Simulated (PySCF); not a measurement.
# From computed data to an observable: chemical shift, span and skew from a shielding tensor

Al(F)2(vinyl) (C2H3AlF2), SMILES C=[CH][Al]([F])[F]. Atoms are numbered in the order given.

```xyz
8

Al     0.0365     0.4810     0.0000
F      0.9715     1.8506     0.0000
F     -1.6103     0.6896     0.0000
C      0.7622    -1.2966     0.0000
C     -0.0537    -2.3656     0.0000
H      1.8444    -1.4818     0.0000
H      0.3260    -3.3954     0.0000
H     -1.1455    -2.2643     0.0000
```

Coordinates come from a B3LYP-D3(BJ)/def2-SVP optimisation. The values are those of a single conformer.

GIAO shieldings from PBE0/pcSseg-1 (PySCF), non-relativistic, no solvent. The symmetric part of the tensor of C5 has the principal values -117.7, 22.2, 162.3 ppm. The same nucleus in TMS has σ = 186.3 ppm at this level (PySCF, at its B3LYP-D3(BJ)/def2-TZVP geometry).

Problem. Work out the isotropic shielding, the ¹³C shift against TMS, the span and the skew.

Solution. 
σ(iso) = (σ11 + σ22 + σ33)/3 = 22.3 ppm. δ = σ(ref) − σ(iso) = 186.3 − (22.3) = 164.0 ppm.
Span Ω = σ33 − σ11 = 280.0 ppm. Skew κ = 3(σ(iso) − σ22)/Ω = 0.00. Tumbling in solution averages the tensor to δ; in a static solid the shielding alone would spread this spin-1/2 line over Ω.
